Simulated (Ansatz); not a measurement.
GeH(OAc)3 (C6H10GeO6). Total charge 0; singlet. Geometry PBE-D4/def2-SVP, basis def2-TZVP, Ansatz.

```
run  HOMO (eV)  LUMO (eV)
  A      -6.94      -1.02
  B      -8.00      -0.45
  C      -6.60      -1.28
  D      -8.25      -0.15
  E      -7.07      -0.91
```

B3LYP takes the VWN-RPA correlation. Single mean-field runs in def2-TZVP are fitted with def2-universal-jkfit.

The runs used B3LYP, B97M-V, PBE, PBE0, r2SCAN. Estimate which is which.

A r2SCAN (0 % exact exchange); B B3LYP (20 % exact exchange); C PBE (0 % exact exchange); D PBE0 (25 % exact exchange); E B97M-V (0 % exact exchange). Exact exchange lowers occupied and raises empty levels; among semilocal functionals meta-GGAs tend to open the gap a little, and such runs are hard to tell apart. The gap grows from 5.31 eV (PBE) to 8.09 eV (PBE0).
